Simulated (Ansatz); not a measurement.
Na3Cl3⁻, 6 atoms. Hardware: 4 threads of Intel Xeon Platinum 8488C on a shared host.

Correlated methods freeze 18 core orbitals; core or outer-core shells of Na are correlated, in sets that lack core-valence functions.

(1) How many basis functions does each of these Ansatz runs have, and roughly what does it cost? BHLYP-D4/def2-TZVPD, charge -1 doublet, energy, from earlier orbitals; r2SCAN0-D4/def2-TZVPD, charge -1 doublet, energy, from earlier orbitals; PBE-D4/def2-TZVPD, charge -1 doublet, energy and forces, from earlier orbitals; HSE06-D4/def2-TZVPD, charge -1 doublet, energy, from earlier orbitals; MP2/def2-TZVPD, charge -1 doublet, energy, from earlier orbitals; HF/STO-3G, charge -1 doublet, energy; PBE0-D4/def2-SVP, charge -1 doublet, energy with a search over starts; PBE-D4/def2-SVPD, charge -1 doublet, relaxation, 5 steps; r2SCAN-D4/def2-TZVPD, charge -1 doublet, energy, from earlier orbitals; PBE0-D4/def2-TZVPD, charge -1 doublet, energy, from earlier orbitals; CCSD(T)/def2-SVPD, charge -1 doublet, energy, from earlier orbitals.

Answers

(1) Other jobs shared the machine, so times can vary by a factor of up to 3. A dash marks memory too small to be measured apart from the calling script's.

```csv
run,functions,fitting or Cholesky vectors,wall time,peak host memory (GiB)
"HF/STO-3G, charge -1 doublet, energy",54,534,0.4 s,–
"PBE0-D4/def2-SVP, charge -1 doublet, energy with a search over starts",99,879,5 s,–
"PBE-D4/def2-TZVPD, charge -1 doublet, energy and forces, from earlier orbitals",243,1794,7 s,0.56
"MP2/def2-TZVPD, charge -1 doublet, energy, from earlier orbitals",243,1737,10 s,0.85
"r2SCAN-D4/def2-TZVPD, charge -1 doublet, energy, from earlier orbitals",243,1794,11 s,0.67
"PBE-D4/def2-SVPD, charge -1 doublet, relaxation, 5 steps",135,1413,12 s,–
"PBE0-D4/def2-TZVPD, charge -1 doublet, energy, from earlier orbitals",243,1914,13 s,1.3
"BHLYP-D4/def2-TZVPD, charge -1 doublet, energy, from earlier orbitals",243,2010,14 s,1.3
"HSE06-D4/def2-TZVPD, charge -1 doublet, energy, from earlier orbitals",243,1914,14 s,1.2
"r2SCAN0-D4/def2-TZVPD, charge -1 doublet, energy, from earlier orbitals",243,1914,25 s,1.3
"CCSD(T)/def2-SVPD, charge -1 doublet, energy, from earlier orbitals",135,1212,82 s,2.5
```
